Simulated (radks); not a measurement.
The numbers below are computed, except where a source is named.
The lutetium ion Lu2+ inside a hard spherical wall (all orbitals vanish at R), configuration held at [Xe] 4f14 6s1 and not refilled when levels cross. Code: a radial shooting solver on a logarithmic mesh with Libxc functionals. Model: scalar-relativistic Kohn-Sham, LDA (Slater exchange, Perdew-Wang correlation), spin-polarised, spherical densities, point nucleus; open shells are filled with parallel spins first (spin-orbit coupling, left out, can overturn this in heavy ions). Eigenvalues in eV for spin up, with the zero of energy where the potential of the charges vanishes at infinity; a dash marks a level that is unbound or too diffuse for the functional's potential to be trusted. A positive occupied level is held by the wall or, in an anion where self-interaction has pushed it up, behind a barrier. The pressure on the wall is -dE/dV.

R (bohr)  E (hartree)  kinetic (hartree)    e(5s)    e(5p)    e(4f)    e(6s)  e(5d, empty)  e(6p, empty)  pressure (GPa)
free      -14553.7943          15901.101  -78.707  -49.103  -27.232  -18.304       -17.352       -12.767               0
20        -14553.7943          15901.101  -78.707  -49.103  -27.232  -18.304       -17.352       -12.767        < 0.0001
10        -14553.7943          15901.101  -78.706  -49.103  -27.231  -18.303       -17.351       -12.762        0.000350
8         -14553.7940          15901.106  -78.690  -49.088  -27.215  -18.286       -17.338       -12.681          0.0215
7         -14553.7924          15901.123  -78.636  -49.036  -27.161  -18.214       -17.289       -12.446           0.153
6         -14553.7846          15901.188  -78.456  -48.864  -26.977  -17.905       -17.108       -11.670            1.00
4         -14553.5904          15902.215  -76.686  -47.197  -25.076  -12.039       -14.547        -1.593            46.2
3.5       -14553.3391          15903.419  -75.218  -45.761  -23.377   -5.673       -11.979         7.699             146
3         -14552.6873          15906.481  -72.150  -42.543  -19.682    8.190        -6.444        26.241             544
2         -14543.8910          15942.619  -44.716   -9.886   10.767   125.06        41.257        162.81           14700
1.5       -14514.1776          16047.047   29.021   78.390   70.674   380.95        153.23        439.77          126000
